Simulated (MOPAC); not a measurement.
The molecule YH, closed-shell singlet (lowest of 2S+1 = 1, 3, 5 at CCSD(T)/def2-TZVPP on PBE0 minima; our sources give no spin for the ground state, which may be another). No spin–orbit coupling.

Seven points along R, fitted to fifth degree in 1/R; most abundant isotopes. Runs in def2 and cc sets follow the lowest solution found near the PBE0 minimum. The singlet is held restricted.

The state that PM7 reach isn't checked; PM7 holds dispersion and hydrogen-bond terms.

Run with MOPAC for PM7 (differences of heats of formation). 

Energies at PM7:

| R (Å) | E (hartree) |
|---|---|
| 1.777440 | 0.06674581 |
| 1.825221 | 0.06486293 |
| 1.869179 | 0.06512195 |
| 1.918871 | 0.06737178 |
| 1.968563 | 0.07137105 |
| 2.025899 | 0.07776531 |
| 2.092792 | 0.08712013 |

Problem. With a reduced mass of 0.9965 u, find the minimum, the force constant and the constants.

Solution. A fifth-degree polynomial in 1/R puts the minimum at r_e = 1.8405 Å with force constant 407 N/m. Then ω_e = (1/2πc)√(k/μ) = 2632 cm⁻¹ and B_e = h/(8π²cμr_e²) = 4.994 cm⁻¹; the cubic and quartic terms give α_e = 0.061 and ω_e x_e = 24 cm⁻¹.
